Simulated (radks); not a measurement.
The numbers below are computed, except where a source is named.
Q: All-electron atom: Br33+ in [He]. Code: a radial shooting solver on a logarithmic mesh with Libxc functionals. Model: non-relativistic Kohn-Sham, LB94 model potential, spin-polarised, spherical densities, point nucleus. Some entries of the table are withheld. Estimate them.

orbital,occ.,eigenvalue (eV),r(max) (bohr)
1s,2,(1),(2)
2s,0,-3934.019,0.1527
2p,0,-3900.046,0.1177

A: 
(1) 1s eigenvalue (eV): -15997.55
(2) 1s r(max) (bohr): 0.02880
